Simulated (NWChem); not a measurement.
CH2AlNO; SMILES O=C=[N][AlH2]

```xyz
6

Al     0.0000     0.0000     1.7391
H      0.0000     1.4113     2.4704
H      0.0000    -1.4113     2.4704
N      0.0000     0.0000    -0.0520
C      0.0000     0.0000    -1.2662
O      0.0000     0.0000    -2.4484
```
Atoms are numbered in this order, from 1.

The geometry was optimised at PBE-D3(BJ)/def2-SVP.

Symmetry labels are those of C2v in the frame above (b1 and b2, or b-type labels, depend on it).

Q: List the 4 lowest vertical singlet excitations from CAM-B3LYP/6-31+G* (spherical d), full TDDFT (NWChem).

A: 
| state | energy (eV) | oscillator strength | symmetry | leading excitation (squared amplitude) |
|---|---|---|---|---|
| S1 | 5.26 | 0.000 | a2 | HOMO → LUMO (0.93) |
| S2 | 6.34 | 0.108 | a1 | HOMO−1 → LUMO (0.87) |
| S3 | 6.35 | 0.000 | a2 | HOMO−2 → LUMO (0.90) |
| S4 | 7.04 | 0.002 | b2 | HOMO → LUMO+1 (0.90) |
